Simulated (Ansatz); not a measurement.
Molecule: CuCl (charge 0, triplet). The spin state was set by rule; other spins were not relaxed. SMILES of the parent species: [Cl][Cu]
Coordinates optimised at B3LYP-D3(BJ)/def2-TZVP (Ansatz, an electronic-structure program):
```xyz
2

Cu     0.0000     0.0000    -0.8051
Cl     0.0000     0.0000     1.3733
```
Charge 0, spin multiplicity 3.

Give the harmonic wavenumbers at B3LYP-D3(BJ)/def2-TZVP (Ansatz, finite differences of forces, unscaled).

327 cm⁻¹. Zero-point energy 0.5 kcal/mol.

From these and the geometry, give the ideal-gas thermochemistry at 298.15 K and 1 atm (rigid rotor, harmonic oscillator).

Point group C∞v, rotational symmetry number 1. Rotational constants 4.68, 4.68 GHz. S(trans) 39.69, S(rot) 16.28, S(vib) 1.27, S(elec, spin only) 2.18, S 59.4 cal/(mol K). H(298) - H(0) 2.32 kcal/mol; G - E(el) -14.9 kcal/mol.
